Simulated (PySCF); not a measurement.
Molecule: SMILES CCO[Si](C)(C)C, C₅H₁₄OSi.

Atoms are numbered as in `[CH3:1][CH2:2][O:3][Si:4]([CH3:5])([CH3:6])[CH3:7]` (H(Xn): hydrogen on atom n).

Geometry PBE0-D3(BJ)/def2-SVP throughout; GIAO in PySCF, gas phase, one conformer, non-relativistic; equivalent atoms averaged; functional PBE0.

For orientation, def2-SVP gives these shifts δ (against TMS, H2O at the same level): C2 55.8, C1 18.9, C5/C6/C7 -1.3, O3 50.3, Si4 13.3, H(C2) 3.45, H(C1) 1.06, H(C5)/H(C6)/H(C7) 0.04 ppm.

A run gave: C2 58.5, C1 19.4, C5/C6/C7 -1.4, O3 55.2, Si4 20.8, H(C2) 3.65, H(C1) 1.13, H(C5)/H(C6)/H(C7) 0.07 ppm (shifts δ (against TMS, H2O at the same level)).

Question: Which basis set was used in that run?
A. STO-3G
B. 6-311+G(2d,p)
C. aug-cc-pVDZ
D. 6-31G

Answer: B. O3 tells them apart best: 6-311+G(2d,p) gives 55.2, aug-cc-pVDZ gives 50.3, STO-3G gives -80.9, 6-31G gives 15.5 ppm.
